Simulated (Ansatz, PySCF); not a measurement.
Reaction R1 → 2 P1 + P2, each structure at its B3LYP-D3(BJ)/def2-TZVP stationary point, reached from a drawn start (curvature not checked).
R1: SO2 (SMILES O=[S+][O-]), charge 0, multiplicity 1.
P1: O atom, charge 0, multiplicity 3.
P2: S atom, charge 0, multiplicity 3.

P less R. No zero-point or thermal terms; singlets are restricted closed shells; open shells are unrestricted; no spin–orbit coupling.

Frozen-core correlation throughout.

The values were computed with Ansatz (a first-principles code); PySCF for M06-2X. All values are computed, each at the level named.

```
level                 reaction energy (eV)
--------------------  --------------------
HF/cc-pV(D+d)Z                       3.471
SVWN5/def2-TZVPP                    14.465
revPBE/def2-TZVPP                   11.349
B3LYP/def2-TZVPP                    10.816
M06-2X/def2-TZVPP                   10.873
CAM-B3LYP/def2-TZVPP                10.854
CCSD/cc-pV(Q+d)Z                    10.227
CCSD(T)/cc-pV(D+d)Z             (withheld)
CCSD(T)/cc-pV(Q+d)Z             (withheld)
```

**Question.** Some entries are withheld; supply them.

**Answer.** 
- CCSD(T)/cc-pV(D+d)Z, reaction energy (eV): 8.838
- CCSD(T)/cc-pV(Q+d)Z, reaction energy (eV): 10.899
